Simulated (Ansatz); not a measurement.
Stepwise reaction of `[SH][Ga]([SH])[Br]` with water, as a gas-phase model of exchange steps in deposition or etching. ΔE in kJ/mol.

Computed with Ansatz on PBE0-D4/def2-TZVP structures; ΔE is electronic, products minus reactants. CCSD(T)/CBS adds triple-zeta CCSD(T) − MP2 to the extrapolated MP2 energy (def2 sets, frozen cores). This one scheme is used for every species. DFT in def2-TZVPP. B3LYP here is the variant with VWN-RPA as its local correlation; programs differ in this. For Br, Ga outer-core shells are correlated without core-valence functions, which leaves a few kJ/mol of doubt a bond. Scalar relativity is left out up to krypton. One conformer a species, not always the lowest.

| step | reaction | PBE-D4 | B3LYP-D4 | ωB97M-V | CCSD(T)/CBS |
| --- | --- | --- | --- | --- | --- |
| 1 | `[SH][Ga]([SH])[Br]` + H₂O → `[OH][Ga]([SH])[Br]` + H₂S | 45.0 | 40.5 | 39.6 | 42.5 |
| 2 | `[OH][Ga]([SH])[Br]` + H₂O → `[OH][Ga]([OH])[Br]` + H₂S | 35.3 | 30.8 | 29.9 | 33.2 |

Task: By hand: ΔE of the 2 steps together at CCSD(T)/CBS.

Result: (42.5) + (33.2) = 75.7 kJ/mol, or 37.9 kJ/mol a step.

In ΔE each step is lower than the one before. All are uphill at CCSD(T)/CBS. PBE-D4 differs from CCSD(T)/CBS by 2.1 to 2.5 kJ/mol a step. Isolated molecules leave out the surface, adducts and barriers. Largest T1 diagnostic: 0.012.
